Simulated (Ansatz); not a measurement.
Reaction (cleavage of the Ga–Ge bond): `C=[CH][GaH][GeH3]` + HCl → `C=[CH][GaH][Cl]` + GeH₄

Gas-phase electronic energies from Ansatz, PBE0-D4/def2-TZVP geometries. CCSD(T)/CBS is the MP2 limit (def2-TZVPP, def2-QZVPP) plus CCSD(T) − MP2 in def2-TZVPP, frozen cores. This one scheme is used for every species. DFT in def2-TZVPP. For Ga, Ge outer-core shells are correlated without core-valence functions, which leaves a few kJ/mol of doubt a bond. Scalar relativity is left out up to krypton. One conformer a species, not always the lowest.

| level | ΔE (kJ/mol) |
| --- | --- |
| CAM-B3LYP-D4 | -99.9 |
| r2SCAN0 | -100.2 |
| CCSD/def2-TZVPP | -95.1 |
| MP2/CBS(def2) | -96.3 |

Q: What does CCSD(T)/CBS give? (Estimate.)

A: The calculation gave: -92.7 kJ/mol. The listed levels differ from it by -7.2, -7.5, -2.4, -3.6 kJ/mol.

Q: What do rigid-rotor, harmonic-oscillator terms from PBE0-D4/def2-TZVP frequencies (298.15 K, 1 bar) make of the CCSD(T)/CBS value? (Best estimate.)

A: The calculation gave: ΔZPE = +3.2 kJ/mol, ΔH = -92.4 kJ/mol, ΔS = -14 J/(mol·K), ΔG = -88.2 kJ/mol. Modes under 50 cm⁻¹ make the entropy rough.

Largest T1 diagnostic among the species: 0.013.

At CCSD(T), def2-SVP lies −13.0 kJ/mol from the extrapolated value and def2-TZVPP −0.5 kJ/mol. In def2-TZVPP, CCSD(T) changes the Hartree–Fock value by +28.2 kJ/mol (the triples alone add +1.8 kJ/mol) and MP2 by +24.5 kJ/mol.
